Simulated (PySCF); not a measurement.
CH₃IMgS, SMILES [S]([Mg][I])C.

Coordinates come from a B3LYP-D3(BJ)/def2-SVP optimisation. The structure was generated by enumeration; whether it is a known compound was not checked. The def2 effective core potentials stand for the cores of I; spin–orbit coupling is left out. One conformer was computed; it need not be the lowest.

Level of theory: TDDFT-PBE/def2-SVPD (PySCF).

Vertical excitations. Isolated molecule, no solvent. State labels are in the subgroup Cs.

Problem. List the lowest excited states. (Estimate from the structure and the level; the computed values follow.)

Solution. 
```csv
state,symmetry,energy (eV),λ (nm),f,main pairs
S1,A",3.37,367,0.011,HOMO→LUMO 100 %
S2,A",4.03,308,0.000,HOMO→LUMO+1 100 %
S3,A",4.27,290,0.030,HOMO−1→LUMO 100 %
S4,A',4.28,290,0.027,HOMO−2→LUMO 96 %
S5,A',4.46,278,0.034,"HOMO−3→LUMO 53 %, HOMO→LUMO+2 45 %"
S6,A",4.88,254,0.000,HOMO−1→LUMO+1 100 %
S7,A',4.92,252,0.079,"HOMO−2→LUMO+1 51 %, HOMO→LUMO+2 25 %, HOMO−3→LUMO 15 %"
S8,A',5.03,246,0.078,"HOMO−3→LUMO+1 63 %, HOMO−2→LUMO+1 21 %"
S9,A',5.10,243,0.199,"HOMO−3→LUMO+1 31 %, HOMO→LUMO+2 24 %, HOMO−2→LUMO+1 19 %, HOMO−3→LUMO 19 %"
S10,A",5.39,230,0.000,HOMO−2→LUMO+2 98 %
T1,A",3.15,394,0,HOMO→LUMO 99 %
T2,A",3.87,320,0,HOMO→LUMO+1 99 %
T3,A',3.97,312,0,HOMO−3→LUMO 83 %
T4,A",4.05,306,0,HOMO−1→LUMO 99 %
```
Triplets are in the Tamm–Dancoff approximation, which puts them higher than full response would, so one can lie above its singlet here.
